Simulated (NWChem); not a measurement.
System: isocyanic acid (CHNO); SMILES N=C=O

Input file for NWChem:

```
start job
memory heap 200 mb stack 900 mb global 1100 mb
geometry units angstroms noautoz
  N      0.165458     1.178009     0.000000
  C     -0.013213    -0.027901     0.000000
  O     -0.029805    -1.202413     0.000000
  H     -0.566281     1.872091     0.000000
end
basis spherical
  * library 6-31g*
end
dft
  xc m06-l
  grid xfine
  iterations 150
  mulliken
end
task dft gradient
```

Parts of the log:

```
             Northwest Computational Chemistry Package (NWChem) 7.3.0
             --------------------------------------------------------

 CS  symmetry detected

                             Geometry "geometry" -> ""
                             -------------------------

 Output coordinates in angstroms (scale by  1.889725989 to convert to a.u.)

  No.       Tag          Charge          X              Y              Z
 ---- ---------------- ---------- -------------- -------------- --------------
    1 N                    7.0000     0.09485905     1.16912198     0.00000000
    2 C                    6.0000    -0.02350420    -0.04419265     0.00000000
    3 O                    8.0000     0.01844579    -1.21807251     0.00000000
    4 H                    1.0000    -0.67055448     1.82588215     0.00000000

 Effective nuclear repulsion energy (a.u.)      58.8967876644

      Symmetry information
      --------------------

 Group name             Cs
 Group number              2
 Group order               2
 No. of unique centers     4

                                 NWChem DFT Module
                                 -----------------

 Summary of "ao basis" -> "ao basis" (spherical)
 ------------------------------------------------------------------------------
       Tag                 Description            Shells   Functions and Types
 ---------------- ------------------------------  ------  ---------------------
 N                           6-31g*                  6       14   3s2p1d
 C                           6-31g*                  6       14   3s2p1d
 O                           6-31g*                  6       14   3s2p1d
 H                           6-31g*                  2        2   2s

      Symmetry analysis of basis
      --------------------------

        a'         32
        a"         12

            General Information
            -------------------
          SCF calculation type: DFT
          Wavefunction type:  closed shell.
          No. of atoms     :     4
          No. of electrons :    22
           Alpha electrons :    11
            Beta electrons :    11
          Charge           :     0
          Spin multiplicity:     1
          Use of symmetry is: on ; symmetry adaption is: on
          Maximum number of iterations: 150
          AO basis - number of functions:    44
                     number of shells:    20
          Convergence on energy requested:  1.00D-06
          Convergence on density requested:  1.00D-05
          Convergence on gradient requested:  5.00D-04

              XC Information
              --------------
                        M06-L Method XC Functional
                         M06-L Exchange Functional  1.000
                       M06-L Correlation Potential  1.000

             Grid Information
             ----------------
          Grid used for XC integration:  xfine
          Radial quadrature: Mura-Knowles
          Angular quadrature: Lebedev.
          Tag              B.-S. Rad. Rad. Pts. Rad. Cut. Ang. Pts.
          ---              ---------- --------- --------- ---------
          N                   0.65      100           7.0      1454
          C                   0.70      100           7.0      1454
          O                   0.60      100           9.0      1454
          H                   0.35      100           8.0      1202
          Grid pruning is: on
          Number of quadrature shells:   400
          Spatial weights used:  Erf1

      Superposition of Atomic Density Guess
      -------------------------------------

 Sum of atomic energies:        -167.20657716

      Non-variational initial energy
      ------------------------------

 Total energy =    -168.452528
 1-e energy   =    -344.054225
 2-e energy   =     116.704910
 HOMO         =      -0.367468
 LUMO         =       0.071849

      Symmetry analysis of molecular orbitals - initial
      -------------------------------------------------

  Numbering of irreducible representations:

     1 a'          2 a"

  Orbital symmetries:

     1 a'          2 a'          3 a'          4 a'          5 a'
     6 a'          7 a'          8 a"          9 a'         10 a'
    11 a"         12 a'         13 a"         14 a'         15 a'
    16 a'         17 a"         18 a'         19 a'         20 a'
    21 a"

     ---------------------------------------------
      Total Density - Mulliken Population Analysis
     ---------------------------------------------

    Atom       Charge   Shell Charges
 -----------   ------   -------------------------------------------------------
    1 N    7     7.91   2.00  0.83  2.55  0.86  1.65  0.02
    2 C    6     4.84   2.00  0.69  1.42  0.27  0.36  0.10
    3 O    8     8.71   2.00  0.95  3.01  0.93  1.80  0.02
    4 H    1     0.54   0.39  0.16

   convergence    iter        energy       DeltaE   RMS-Dens  Diis-err
 ---------------- ----- ----------------- --------- --------- ---------
 d= 0,ls=0.0,diis     1   -168.5759229852 -2.27D+02  2.70D-02  7.73D-01
 d= 0,ls=0.0,diis     2   -168.3310347275  2.45D-01  1.95D-02  3.45D+00
 d= 0,ls=0.0,diis     3   -168.6549963840 -3.24D-01  7.10D-03  1.34D-01
 d= 0,ls=0.0,diis     4   -168.6613716443 -6.38D-03  3.39D-03  6.94D-02
 d= 0,ls=0.0,diis     5   -168.6690276983 -7.66D-03  5.00D-04  9.10D-04
  Resetting Diis
 d= 0,ls=0.0,diis     6   -168.6691355884 -1.08D-04  1.04D-04  3.48D-05
 d= 0,ls=0.0,diis     7   -168.6691399179 -4.33D-06  5.73D-05  1.54D-06
 d= 0,ls=0.0,diis     8   -168.6691394415  4.76D-07  3.59D-05  5.69D-06
 d= 0,ls=0.0,diis     9   -168.6691401007 -6.59D-07  1.00D-05  5.70D-07
 d= 0,ls=0.0,diis    10   -168.6691401528 -5.21D-08  3.59D-06  7.89D-08

         Total DFT energy =     -168.669140152841
      One electron energy =     -345.549653100083
           Coulomb energy =      139.237890534100
    Exchange-Corr. energy =      -21.254165251247
 Nuclear repulsion energy =       58.896787664390

 Numeric. integr. density =       21.999999937971

                  Occupations of the irreducible representations
                  ----------------------------------------------

                     irrep           alpha         beta
                     --------     --------     --------
                     a'                9.0          9.0
                     a"                2.0          2.0

                       DFT Final Molecular Orbital Analysis
                       ------------------------------------

 Vector    9  Occ=2.000000D+00  E=-4.204467D-01  Symmetry=a'
              MO Center= -2.1D-02, -3.2D-01, -1.0D-15, r^2= 1.5D+00
   Bfn.  Coefficient  Atom+Function         Bfn.  Coefficient  Atom+Function
  ----- ------------  ---------------      ----- ------------  ---------------
    31      0.404641  3 O  px                17      0.367850  2 C  px
    35      0.243130  3 O  px                 3      0.186141  1 N  px
    21      0.150056  2 C  px                 4      0.148983  1 N  py
    32      0.139613  3 O  py                18     -0.135010  2 C  py
     6      0.109182  1 N  s                  7      0.105197  1 N  px

 Vector   10  Occ=2.000000D+00  E=-2.991457D-01  Symmetry=a'
              MO Center=  1.8D-01,  3.9D-01, -3.5D-16, r^2= 2.0D+00
   Bfn.  Coefficient  Atom+Function         Bfn.  Coefficient  Atom+Function
  ----- ------------  ---------------      ----- ------------  ---------------
     3      0.425975  1 N  px                31     -0.393358  3 O  px
     7      0.311999  1 N  px                35     -0.284069  3 O  px
     6      0.243433  1 N  s                  2      0.150208  1 N  s
     4      0.143157  1 N  py                 8      0.124407  1 N  py
    43     -0.095688  4 H  s                 18     -0.087489  2 C  py

 Vector   11  Occ=2.000000D+00  E=-2.728590D-01  Symmetry=a"
              MO Center=  5.2D-02,  2.5D-01, -3.5D-16, r^2= 1.9D+00
   Bfn.  Coefficient  Atom+Function         Bfn.  Coefficient  Atom+Function
  ----- ------------  ---------------      ----- ------------  ---------------
     5      0.479860  1 N  pz                33     -0.413333  3 O  pz
     9      0.376238  1 N  pz                37     -0.304686  3 O  pz
    19      0.111258  2 C  pz                25      0.056997  2 C  d -1
    23      0.040602  2 C  pz

 Vector   12  Occ=0.000000D+00  E=-1.718440D-02  Symmetry=a'
              MO Center= -1.2D-01,  2.7D-01,  3.9D-16, r^2= 2.2D+00
   Bfn.  Coefficient  Atom+Function         Bfn.  Coefficient  Atom+Function
  ----- ------------  ---------------      ----- ------------  ---------------
    17      0.558752  2 C  px                44      0.557097  4 H  s
    21      0.459405  2 C  px                31     -0.357629  3 O  px
    35     -0.358347  3 O  px                 8     -0.333649  1 N  py
    20     -0.299305  2 C  s                  6     -0.232193  1 N  s
    22     -0.214345  2 C  py                43      0.214612  4 H  s

 Vector   13  Occ=0.000000D+00  E= 3.990393D-02  Symmetry=a"
              MO Center=  6.5D-03,  7.9D-02, -5.2D-16, r^2= 1.6D+00
   Bfn.  Coefficient  Atom+Function         Bfn.  Coefficient  Atom+Function
  ----- ------------  ---------------      ----- ------------  ---------------
    23      0.606925  2 C  pz                19      0.600036  2 C  pz
     9     -0.483305  1 N  pz                37     -0.387391  3 O  pz
     5     -0.369709  1 N  pz                33     -0.353310  3 O  pz
    11     -0.034289  1 N  d -1

 Vector   14  Occ=0.000000D+00  E= 8.030909D-02  Symmetry=a'
              MO Center= -5.6D-01,  9.9D-01,  1.7D-15, r^2= 2.8D+00
   Bfn.  Coefficient  Atom+Function         Bfn.  Coefficient  Atom+Function
  ----- ------------  ---------------      ----- ------------  ---------------
    20      1.275551  2 C  s                 44      1.208177  4 H  s
     6     -1.134424  1 N  s                 34     -0.570608  3 O  s
     7      0.545413  1 N  px                36     -0.352135  3 O  py
     3      0.275952  1 N  px                 2     -0.244825  1 N  s
    21     -0.206409  2 C  px                32     -0.202402  3 O  py

     ---------------------------------------------
      Total Density - Mulliken Population Analysis
     ---------------------------------------------

    Atom       Charge   Shell Charges
 -----------   ------   -------------------------------------------------------
    1 N    7     7.67   2.00  0.80  2.45  0.87  1.52  0.03
    2 C    6     5.34   2.00  0.71  1.93  0.17  0.41  0.11
    3 O    8     8.40   2.00  0.96  2.82  0.94  1.65  0.03
    4 H    1     0.60   0.49  0.11

     -------------------------------------------
      Total Density - Lowdin Population Analysis
     -------------------------------------------

    Atom       Charge   Shell Charges
 -----------   ------   -------------------------------------------------------
    1 N    7     7.36   1.99  0.71  2.30  0.57  1.73  0.06
    2 C    6     5.81   1.98  0.53  1.70  0.34  1.00  0.26
    3 O    8     8.13   1.99  0.87  2.68  0.69  1.84  0.06
    4 H    1     0.70   0.45  0.26

     Multipole analysis of the density
     ---------------------------------

     L   x y z        total         alpha         beta         nuclear
     -   - - -        -----         -----         ----         -------
     0   0 0 0     -0.000000    -11.000000    -11.000000     22.000000

     1   1 0 0     -0.611753     -0.305877     -0.305877      0.000000
     1   0 1 0      0.638514      0.319257      0.319257     -0.000000
     1   0 0 1     -0.000000     -0.000000     -0.000000      0.000000

     2   2 0 0    -11.238775     -6.545485     -6.545485      1.852196
     2   1 1 0     -2.123635      0.047989      0.047989     -2.219613
     2   1 0 1     -0.000000     -0.000000     -0.000000      0.000000
     2   0 2 0    -12.129078    -50.315547    -50.315547     88.502016
     2   0 1 1      0.000000      0.000000      0.000000      0.000000
     2   0 0 2    -12.093388     -6.046694     -6.046694      0.000000

            General Information
            -------------------
          SCF calculation type: DFT
          Wavefunction type:  closed shell.
          No. of atoms     :     4
          No. of electrons :    22
           Alpha electrons :    11
            Beta electrons :    11
          Charge           :     0
          Spin multiplicity:     1
          Use of symmetry is: on ; symmetry adaption is: on
          Maximum number of iterations: 150
          AO basis - number of functions:    44
                     number of shells:    20
          Convergence on energy requested:  1.00D-06
          Convergence on density requested:  1.00D-05
          Convergence on gradient requested:  5.00D-04

              XC Information
              --------------
                        M06-L Method XC Functional
                         M06-L Exchange Functional  1.000
                       M06-L Correlation Potential  1.000

             Grid Information
             ----------------
          Grid used for XC integration:  xfine
          Radial quadrature: Mura-Knowles
          Angular quadrature: Lebedev.
          Tag              B.-S. Rad. Rad. Pts. Rad. Cut. Ang. Pts.
          ---              ---------- --------- --------- ---------
          N                   0.65      100           7.0      1454
          C                   0.70      100           7.0      1454
          O                   0.60      100           9.0      1454
          H                   0.35      100           8.0      1202
          Grid pruning is: on
          Number of quadrature shells:   400
          Spatial weights used:  Erf1

          Convergence Information
          -----------------------
          Convergence aids based upon iterative change in
          total energy or number of iterations.
          Levelshifting, if invoked, occurs when the
          HOMO/LUMO gap drops below (HL_TOL):  1.00D-02
          DIIS, if invoked, will attempt to extrapolate
          using up to (NFOCK): 10 stored Fock matrices.

                    Damping( 0%)  Levelshifting(0.5)       DIIS
                  --------------- ------------------- ---------------
          dE  on:    start            ASAP                start
          dE off:    2 iters        150 iters           150 iters

                            NWChem DFT Gradient Module
                            --------------------------

  charge          =   0.00
  wavefunction    = closed shell

  Using symmetry

                         DFT ENERGY GRADIENTS

    atom               coordinates                        gradient
                 x          y          z           x          y          z
   1 N       0.179258   2.209320   0.000000   -0.000632  -0.000591   0.000000
   2 C      -0.044416  -0.083512   0.000000    0.002436  -0.000349   0.000000
   3 O       0.034857  -2.301823   0.000000   -0.000944  -0.000853   0.000000
   4 H      -1.267164   3.450417   0.000000   -0.000860   0.001793   0.000000
```

Level: M06-L/6-31G* (spherical d). All runs use the structure optimised with B3LYP/6-31G* (spherical d).
